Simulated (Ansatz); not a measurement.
Reaction (isomerisation): `F[SiH](F)C[O][AlH2]` → `C[Si](F)(F)[O][AlH2]`

Isolated molecules relaxed with PBE0-D4/def2-TZVP in Ansatz; ΔE leaves out vibrations. CBS: MP2 limit from def2 TZ/QZ plus the TZ coupled-cluster correction, frozen cores. Functionals use def2-TZVPP. B3LYP here is the variant with VWN-RPA as its local correlation; programs differ in this. Each species was taken in one conformer, which may not be the lowest.

Task: Is it downhill or uphill in electronic energy at CCSD(T)/CBS, and by how much? (Best estimate.)

Result: Computed: Downhill: ΔE = -276.1 kJ/mol.

Task: What do these levels give: PBE-D4, PBE0-D4, ωB97M-V, PBE, r2SCAN, B3LYP, HF/def2-TZVPP, CCSD(T)/def2-TZVPP, MP2/def2-QZVPP, SCS-MP2/def2-QZVPP, HF/CBS(def2), MP2/CBS(def2)? (An estimate is asked.)

Result: Computed: PBE-D4 -252.6, PBE0-D4 -265.2, ωB97M-V -271.0, PBE -252.1, r2SCAN -274.3, B3LYP -264.9, HF/def2-TZVPP -284.2, CCSD(T)/def2-TZVPP -273.3, MP2/def2-QZVPP -282.3, SCS-MP2/def2-QZVPP -277.1, HF/CBS(def2) -286.0, MP2/CBS(def2) -282.9 kJ/mol.

Largest T1 diagnostic among the species: 0.013.

From PBE to PBE0 (25 % exact exchange), in def2-TZVPP and without D4, ΔE moves by −12.7 kJ/mol. In def2-TZVPP, CCSD(T) changes the Hartree–Fock value by +10.9 kJ/mol (the triples alone add +2.7 kJ/mol) and MP2 by +4.1 kJ/mol.
